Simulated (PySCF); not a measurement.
A survey of 19F NMR shifts

Isolated molecule, one averaged value for each set of equivalent atoms, no relativistic terms, a single conformation. GFN2-xTB geometry; GIAO PBE0/pcSseg-1 shieldings; PySCF.

Shieldings were converted by a linear fit to measured shifts: 19F (scatter 6.0 ppm rms, 7.0 ppm with the 5 outliers that the fit left out vs CFCl3, solution or neat liquid, with a term for F on sp3 carbon). A few per cent of atoms miss by over 2 rms, more outside the fitted compound classes.

(1) Give the 19F shifts of `C[C@@H](F)C[SiH2]CF`, `C[C@@H](F)C[SiH2]CF`, `CSc1ccc(C(=O)Cl)cc1F`.

(2) Match the shifts -121.5, -136.3, -173.7, -208.1 ppm to `CO[C@@](C)(C(=O)Cl)[C@H](C)F`, `C=C=C[C@H](F)Cl`, `CC(C)=C[SiH2][C@@H](F)CCl`, `CO[C@@H](C)[C@@](C)(F)C(=O)Cl`.

Results:

(1) 
```tsv
compound	environment	δ (ppm)
[CH3:1][C@@H:2]([F:3])[CH2:4][SiH2:5][CH2:6][F:7]	F3: fluorine on an sp3 carbon	-170.0
[CH3:1][C@@H:2]([F:3])[CH2:4][SiH2:5][CH2:6][F:7]	F7: fluorine on an sp3 carbon	-266.9
[CH3:1][C@@H:2]([F:3])[CH2:4][SiH2:5][CH2:6][F:7]	F3: fluorine on an sp3 carbon	-170.0
[CH3:1][C@@H:2]([F:3])[CH2:4][SiH2:5][CH2:6][F:7]	F7: fluorine on an sp3 carbon	-266.9
CSc1ccc(C(=O)Cl)cc1F	aryl fluorine	-129.9
```

(2) -121.5: C=C=C[C@H](F)Cl (fluorine on an sp3 carbon); -136.3: CO[C@@H](C)[C@@](C)(F)C(=O)Cl (fluorine on an sp3 carbon); -173.7: CO[C@@](C)(C(=O)Cl)[C@H](C)F (fluorine on an sp3 carbon); -208.1: CC(C)=C[SiH2][C@@H](F)CCl (fluorine on an sp3 carbon).
